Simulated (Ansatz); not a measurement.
```yaml
crystal:
  periodic: [false, false, false]
  atoms:
    - {symbol: C, position_ang: [-0.576847, 0.668911, -1.516534]}
    - {symbol: Sb, position_ang: [0.754884, 1.000156, 0.069801]}
    - {symbol: C, position_ang: [0.524904, -0.942157, 0.987769]}
    - {symbol: H, position_ang: [-0.468778, -0.202107, -2.154905]}
    - {symbol: H, position_ang: [-1.233782, 1.452176, -1.878489]}
    - {symbol: H, position_ang: [-0.405241, 1.782768, 1.059804]}
    - {symbol: H, position_ang: [-0.529748, -1.191299, 1.086544]}
    - {symbol: H, position_ang: [1.022524, -1.682034, 0.360440]}
    - {symbol: H, position_ang: [1.000484, -0.932511, 1.968571]}
basis:
  gaussian: {orbitals: def2-TZVP, final_grid: {core_spheres: 1, valence_spheres: 1, degree: 3}}
magnetization: {spin_polarized: true, initial_magnetization: 1}
hamiltonian: {xc: {name: wB97M-V}}
```

```sh
$ ansatz run in.yaml --threads 4 --pin off --events-out ev --progress --plain --max-ram 10444MiB
```

Shortened log:

```
Functional definition: wB97M-V
1045 factors; their error is unknown
286 factors; integrals over basis functions are off by at most 9.0e-6 eV
mean field evaluation 1: about -8698.7506 eV, gradient 3.6e1 eV
mean field evaluation 2: about -8699.3129 eV, gradient 3.5e1 eV
mean field evaluation 4: about -8705.4712 eV, gradient 2.0e0 eV
mean field evaluation 16: about -8765.3076 eV, gradient 3.8e-1 eV
mean field evaluation 32: about -8765.3116 eV, gradient 4.9e-4 eV
mean field -8765.31158959 eV, -322.1192595760 hartree, gradient 7.1e-5 eV, S^2 0.758297; 0 other end points of the search recorded, 0 dependent functions left out
reference -8765.31179533 eV, -322.1192671365 hartree; 21, 20 occupied and 127, 128 virtual orbitals, 1045 factors
Total energy: -8765.31179533 eV, -322.1192671365 hartree
```

In this input the integration grid is far too coarse. Self-consistency was reached. The result belongs to that input, not to the molecule as meant.
